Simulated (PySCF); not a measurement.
Ga(F)2(OH), SMILES [Ga]([F])([OH])[F] (HF2GaO), PBE0/def2-SVP optimised geometry.

```
5

Ga     0.06    -0.02     0.00
F     -0.73     1.53     0.00
F      1.79    -0.02     0.00
O     -0.84    -1.53     0.00
H     -1.79    -1.39     0.00
```

Density from PBE0/def2-TZVP (PySCF) at that geometry.

Minimum of the electron density along straight lines between bonded atoms, close to the bond critical point (lines longer than 1.1 times the sum of covalent radii, or with two minima, are not listed):

```
bond    length / Å  ρ at the minimum / e bohr⁻³  ∇²ρ there / e bohr⁻⁵  position (fraction from the first atom)
------  ----------  ---------------------------  --------------------  ---------------------------------------
Ga1–F2       1.739                        0.138                  0.90                                     0.49
Ga1–F3       1.731                        0.141                  0.92                                     0.49
Ga1–O4       1.758                        0.145                  0.78                                     0.48
O4–H5        0.964                        0.355                 -2.40                                     0.81
```
